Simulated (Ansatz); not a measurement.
Geometry optimisation, RKS B3LYP-D4/def2-SVP in Ansatz.

input.yaml

```yaml
crystal:
  periodic: [false, false, false]
  atoms:
    - { symbol: W, position_ang: [0.0, 0.0, 0.0] }
    - { symbol: Cl, position_ang: [0.0, 0.0, 2.74] }
    - { symbol: H, position_ang: [1.72, 0.0, 0.0] }
    - { symbol: F, position_ang: [0.0, 1.85, 0.0] }
    - { symbol: F, position_ang: [-1.85, 0.0, 0.0] }
    - { symbol: H, position_ang: [0.0, -1.72, 0.0] }
    - { symbol: F, position_ang: [0.0, 0.0, -1.85] }
    - { symbol: Br, position_ang: [1.8861, 1.9648, 0.905] }
    - { symbol: H, position_ang: [1.0602, 1.1044, 2.2512] }
basis:
  gaussian: { orbitals: def2-SVP }
hamiltonian:
  xc: b3lyp
  dispersion: d4
relax:
  f_tol: 0.15
  max_steps: 25
  restrain:
    - { distance: [0, 7], at: 3.77, k: 30.0 }
    - { distance: [8, 1], at: 2.57, k: 30.0 }
    - { distance: [0, 1], at: 2.39, k: 30.0 }
    - { distance: [8, 7], at: 1.55, k: 30.0 }
```

Command:

```bash
$ ansatz run input.yaml --threads 4 --pin off --max-ram 5120MiB --backend cpu --events-out ev --progress --plain --runs-dir out
```

Q: Where does it end, and by what steps?

A: It converged. The restraints hold the end off the free minimum; the threshold counts their pulls, which the force column leaves out. Restrained pairs: W1–Br8 (2.87 → 3.77 Å), Cl2–H9 (1.61 → 2.57 Å), W1–Cl2 (2.74 → 2.38 Å), Br8–H9 (1.80 → 1.50 Å). After 16 steps the energy has fallen by 5.928 eV (the restraints' own energy left out); H6 moved furthest, 1.43 Å.

```json
{"step": "0", "energy less start (eV)": "0.0000", "largest force component (eV/Å)": "6.582", "accepted": "yes"}
{"step": "1", "energy less start (eV)": "-1.0898", "largest force component (eV/Å)": "4.132", "accepted": "yes"}
{"step": "2", "energy less start (eV)": "-2.1109", "largest force component (eV/Å)": "4.096", "accepted": "yes"}
{"step": "3", "energy less start (eV)": "-3.2431", "largest force component (eV/Å)": "3.153", "accepted": "yes"}
{"step": "4", "energy less start (eV)": "-4.2793", "largest force component (eV/Å)": "1.360", "accepted": "yes"}
{"step": "5", "energy less start (eV)": "-4.6785", "largest force component (eV/Å)": "1.230", "accepted": "yes"}
{"step": "6", "energy less start (eV)": "-4.8813", "largest force component (eV/Å)": "1.305", "accepted": "yes"}
{"step": "7", "energy less start (eV)": "-5.0482", "largest force component (eV/Å)": "1.442", "accepted": "yes"}
{"step": "8", "energy less start (eV)": "-5.1778", "largest force component (eV/Å)": "1.355", "accepted": "yes"}
{"step": "9", "energy less start (eV)": "-5.3534", "largest force component (eV/Å)": "1.346", "accepted": "yes"}
{"step": "10", "energy less start (eV)": "-5.4458", "largest force component (eV/Å)": "1.634", "accepted": "yes"}
{"step": "11", "energy less start (eV)": "-5.6157", "largest force component (eV/Å)": "1.442", "accepted": "yes"}
{"step": "12", "energy less start (eV)": "-5.7876", "largest force component (eV/Å)": "1.277", "accepted": "yes"}
{"step": "13", "energy less start (eV)": "-5.8622", "largest force component (eV/Å)": "1.101", "accepted": "yes"}
{"step": "14", "energy less start (eV)": "-5.9029", "largest force component (eV/Å)": "1.187", "accepted": "yes"}
{"step": "15", "energy less start (eV)": "-5.9223", "largest force component (eV/Å)": "1.148", "accepted": "yes"}
{"step": "16", "energy less start (eV)": "-5.9279", "largest force component (eV/Å)": "1.141", "accepted": "yes"}
```

```xyz
9
Properties=species:S:1:pos:R:3
W -0.325 0.151 -0.096
Cl -0.848 0.492 2.200
H 1.142 -0.126 -0.858
F -0.054 1.977 -0.157
F -1.428 -1.330 -0.067
H 0.802 -0.776 0.722
F -0.830 0.184 -1.916
Br 2.791 1.327 1.675
H 1.565 1.301 2.542
```

Time of the run: 69 s on 4 threads of Arm Neoverse V1 (shared host), peak memory 0.44 GiB.
